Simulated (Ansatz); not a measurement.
The cluster Zr2Se4⁺. Charge 1, multiplicity 2. Geometry r2SCAN-D4/def2-SVP; atoms count from 1.

```xyz
6

Zr    1.012    0.516   -0.131
Zr   -1.976   -0.382    0.044
Se   -0.376   -0.191    1.973
Se   -1.552    1.885   -0.708
Se    3.119   -0.467    0.294
Se   -0.227   -1.361   -1.471
```

In the def2 sets Zr takes a core potential; there is no spin–orbit coupling. The structure comes from a short search, and lower isomers may exist.

Q: Estimate the Mulliken populations from the PBE0/def2-TZVP orbitals of Ansatz.

A: 
```json
{"atom": "Zr1", "charge (e)": "0.92", "spin (α − β)": "-0.16", "d electrons": "2.35"}
{"atom": "Zr2", "charge (e)": "0.96", "spin (α − β)": "-0.28", "d electrons": "2.30"}
{"atom": "Se3", "charge (e)": "-0.20", "spin (α − β)": "0.42", "d electrons": "–"}
{"atom": "Se4", "charge (e)": "-0.24", "spin (α − β)": "0.43", "d electrons": "–"}
{"atom": "Se5", "charge (e)": "-0.22", "spin (α − β)": "0.18", "d electrons": "–"}
{"atom": "Se6", "charge (e)": "-0.20", "spin (α − β)": "0.42", "d electrons": "–"}
```
Mulliken values depend strongly on the basis.

Q: Where does the spin sit?

A: Summed by element: Zr -0.44, Se 1.44, of 1 unpaired in all. Largest on single atoms: Se4 0.43, Se3 0.42, Se6 0.42.

Q: And the Mayer bond orders between heavy atoms (over 0.3)?

A: Zr1–Se3 0.87 (2.62 Å); Zr1–Se4 0.41 (2.96 Å); Zr1–Se5 2.18 (2.36 Å); Zr1–Se6 0.87 (2.62 Å); Zr2–Se3 1.29 (2.51 Å); Zr2–Se4 1.64 (2.43 Å); Zr2–Se6 1.29 (2.51 Å).
